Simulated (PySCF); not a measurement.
C$_{6}$H$_{14}$Se, triplet, at the geometry of the source list (a higher spin typed on purpose: for a closed-shell molecule this is an excited state) (in this run its highest filled SCF level lies above zero, so its values depend strongly on the basis, on diffuse functions most of all). Base run: CAMB3LYP/STO-3G (PySCF).

Geometry (Å):
```xyz
21

C      1.9989     1.0612     0.2419
C      1.5044    -0.3729     0.2833
C      2.6127    -1.3621    -0.0385
Se     0.0122    -0.6659    -1.0262
C     -1.5394    -0.0059     0.0645
C     -1.8474     1.4475    -0.2460
C     -2.7391    -0.8990    -0.2026
H      2.4085     1.2902    -0.7406
H      2.7817     1.2056     0.9854
H      1.1947     1.7617     0.4542
H      1.0681    -0.5989     1.2619
H      2.2488    -2.3853     0.0417
H      3.4449    -1.2291     0.6526
H      2.9770    -1.2051    -1.0549
H     -1.2106    -0.1168     1.1031
H     -1.0000     2.0904    -0.0232
H     -2.0971     1.5616    -1.2993
H     -2.6966     1.7806     0.3482
H     -2.4956    -1.9420    -0.0088
H     -3.0583    -0.8056    -1.2393
H     -3.5678    -0.6101     0.4426
```
Charge 0, spin multiplicity 3.
Orbitals are unrestricted.
All else is at PySCF's defaults.

Each row names what was changed in the base input (with any setting that the change needs).

```tsv
change	E (Eh)	HOMO (eV)	dipole (D)	<S^2>	core-seconds (rough)	outcome
base	-2608.82109	1.15	0.48	2.007	40	converged
functional = revpbe	-2608.64878	3.45	0.51	2.001	20	converged
functional = bp86	-2609.10362	3.36	0.53	2.001	20	converged
functional = hse06	-2608.46081	2.81	0.54	2.004	50	converged
functional = pbe	-2608.16226	3.47	0.55	2.001	20	converged
functional = b97m_v	-	-	-	-	-	cut at the time limit
functional = tpssh	-2608.98909	2.87	0.50	2.003	40	converged
functional = hf	-2605.94050	-0.04	0.40	2.038	2	converged
functional = pw91,pw91	-2608.84974	3.37	0.54	2.001	20	converged
functional = o3lyp	-2609.47858	2.92	0.51	2.002	20	converged
functional = m06l	-2608.89229	3.28	0.59	2.002	30	converged
functional = wb97x_v	-	-	-	-	-	cut at the time limit
functional = mn12l	-2605.48290	4.12	0.31	2.001	30	converged
```

Absolute energies of different levels of theory aren't comparable as measures of quality.

Open shells are given as the SCF converged; they aren't shown to be the lowest states, and a large step between rows can be another state.
